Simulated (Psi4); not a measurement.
Nuclear repulsion and electron count by hand

System: hydrogen telluride (H$_{2}$Te), singlet, geometry from GFN2-xTB (all electrons, no relativity). Level: HF/3-21G run with Psi4. Sums are taken with unrounded values, so a last digit can differ.

Coordinates (Å):

```
atom         x         y         z
----  --------  --------  --------
Te1   -0.00026   0.04373   0.00204
H2    -1.13139  -1.14269  -0.07705
H3     1.14487  -1.13144  -0.02894
```

Question: Work out the nuclear repulsion energy and the numbers of alpha and beta electrons.

Answer: In atomic units each pair adds Z_i Z_j / r_ij, with r in bohr (1 bohr = 0.529177 Å).
| pair | r (Å) | r (bohr) | Z_i Z_j | term (Eh) |
|---|---|---|---|---|
| Te1-H2 | 1.6411 | 3.1013 | 52 | 16.7672 |
| Te1-H3 | 1.6411 | 3.1013 | 52 | 16.7672 |
| H2-H3 | 2.2768 | 4.3025 | 1 | 0.2324 |
The sum is 33.7668 Eh; Psi4 gives 33.7668 Eh. The atomic numbers add up to 54, so at charge +0 there are 54 electrons; multiplicity 1 means 0 unpaired, so 27 alpha and 27 beta.
